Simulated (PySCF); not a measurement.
## Spinor energies of Ge³⁰⁺ (germanium, charge +30)

Start: 1s2. Calculated with PySCF 2.14 in an even-tempered Gaussian basis (17 s from 4.6 bohr⁻², ratio 2.6; 11 p from 6 bohr⁻², ratio 2.6; 6 d from 6.1 bohr⁻², ratio 2.8; 3 f from 270 bohr⁻², ratio 2.8): generalised Hartree-Fock with the X2C-1e Hamiltonian and a Gaussian nucleus; spin-orbit coupling (SO) screened by Boettger's factors.

| spinor shell | electrons | ε, screened SO (eV) | weight of nominal j (screened SO) | rms radius, screened SO (bohr) |
| --- | --- | --- | --- | --- |
| 1s1/2 | 2 | -13570.9 | 1.000 | 0.0536 |

```tsv
quantity	screened SO
E (hartree)	-1017.82744
M_J	0
⟨J²⟩	0.000
⟨L²⟩	0.000
⟨S²⟩	0.000
```
